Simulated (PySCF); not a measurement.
# Two-component Hartree-Fock for W³⁺ (tungsten, charge +3)

Start: [Xe] 4f14 5d3; 5d5/2 filled at m_j = +1/2, +3/2, +5/2. Calculated with PySCF 2.14 in x2c-SVPall-2c with one added diffuse shell each of s, d type (8s9p10d2f, 99 functions): generalised Hartree-Fock with the X2C-1e Hamiltonian and a Gaussian nucleus; one run each with spin-orbit coupling (SO) switched off, then screened by Boettger's factors. This is a chosen level, not necessarily the ground level.

| spinor shell | electrons | ε, spin-free (eV) | ε, screened SO (eV) | weight of nominal j (screened SO) | rms radius, screened SO (bohr) |
| --- | --- | --- | --- | --- | --- |
| 1s1/2 | 2 | -69927.0 | -69905.7 | 1.000 | 0.0208 |
| 2s1/2 | 2 | -12236.4 | -12229.7 | 1.000 | 0.0838 |
| 2p1/2 | 2 | -10709.4 | -11676.3 | 1.000 | 0.0713 |
| 2p3/2 | 4 | -10709.4 | -10317.1 | 1.000 | 0.0787 |
| 3s1/2 | 2 | -2903.9 | -2901.7 | 1.000 | 0.214 |
| 3p1/2 | 2 | -2443.8 | -2655.4 | 1.000 | 0.206 |
| 3d3/2 | 4 | -1908.4 | -1945.9 | 1.000 | 0.195 |
| 3d5/2 | 6 | -1908.4 | -1881.6 | 1.000 | 0.199 |
| 4s1/2 | 2 | -655.50 | -654.87 | 1.000 | 0.478 |
| 4p1/2 | 2 | -501.87 | -551.31 | 1.000 | 0.487 |
| 4p3/2 | 4 | -501.87 | -481.36 | 1.000 | 0.519 |
| 4d3/2 | 4 | -303.15 | -310.80 | 1.000 | 0.544 |
| 4d5/2 | 6 | -303.15 | -297.57 | 1.000 | 0.556 |
| 5s1/2 | 2 | -123.26 | -123.20 | 1.000 | 1.15 |
| 5p1/2 | 2 | -81.783 | -89.105 | 0.970 | 1.32 |
| 5p3/2 | 4 | -81.783 | -78.676 | 0.983 | 1.35 |
| 4f5/2 | 6 | -80.233 | -81.249 | 0.988 | 0.667 |
| 4f7/2 | 8 | -80.233 | -79.035 | 0.992 | 0.667 |
| 5d5/2 | 3 | -38.085 | -37.862 | 0.579 | 1.90 |

(1) Where does 3p3/2 lie, and what is the 3p spin-orbit splitting (screened SO)?

| quantity | spin-free | screened SO |
| --- | --- | --- |
| E (hartree) | -16128.11435 | -16147.00369 |
| M_J | 9/2 | 9/2 |
| ⟨J²⟩ | 24.755 | 24.760 |
| ⟨L²⟩ | 12.004 | 14.012 |
| ⟨S²⟩ | 3.751 | 3.197 |

Each row is a mean over spinors that exchange with the open shell spreads, by up to 6.390 eV (5p3/2).

Rows whose weight is well below 1 are mixtures of j = l ± 1/2: exchange outweighs spin-orbit coupling there, and the label is only the starting occupation.

Breit and QED terms are absent; they matter most for the inner s and p1/2 levels.

Densities and radii are taken from the X2C orbitals without a picture-change correction, which distorts them close to the nucleus.

Without spin-orbit coupling the j labels of p, d and f shells carry no meaning; the spin-free column gives the mean over the occupied spinors of each nl shell.

Results:

(1) At -2356.4 eV, 298.94 eV above 3p1/2.
